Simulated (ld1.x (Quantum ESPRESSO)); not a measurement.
**Ranking TM potentials for carbon**

All share these settings but for the change named:

* Element: C
* Generator: ld1.x (Quantum ESPRESSO) 7.5
* Type: norm-conserving Troullier–Martins (Kleinman–Bylander form)
* Functional: PW91
* Relativity: scalar-relativistic
* Frozen core: [He]
* Valence charge: 4
* Reference configuration: 2s2 2p2
* Partial waves: 2s (bound): rc 1.15 bohr; 2p (bound): rc 2.10 bohr
* Local potential: all-electron potential smoothed inside 1.10 bohr (lloc = -2)
* Core correction: none

Cutoff: the first of the cutoffs (Ry, on a coarse ladder) from which the occupation-weighted sum of valence levels, in a spherical-Bessel basis at the reference potential, stays within 10 and 1 mRy of its value at 400 Ry; the density cutoff is not measured.

The base gives 35 Ry.

Of 11 variants that were run, those that failed, showed a ghost or another fault, or gave nearly equal values are left out.

A variant can come out equal or close to the base.

Rank these variants from softest to hardest (loose cutoff).
A. all radii scaled by about 1.14 (s 1.32, p 2.40 bohr); local potential all-electron potential smoothed inside 1.26 bohr (lloc = -2)
B. type ultrasoft; waves now 2s (bound): rcut 1.00, rcutus 1.15 bohr; 2s channel at 0.15 Ry: rcut 1.00, rcutus 1.15 bohr; 2p (bound): rcut 1.85, rcutus 2.10 bohr; 2p channel at 0.35 Ry: rcut 1.85, rcutus 2.10 bohr; local potential all-electron potential smoothed inside 1.80 bohr (lloc = -1); augmentation built from norm-conserving waves at rcut, not smoothed further
C. local potential all-electron potential smoothed inside 1.24 bohr (lloc = -2)

B (18 Ry), A (30 Ry), C (35 Ry).
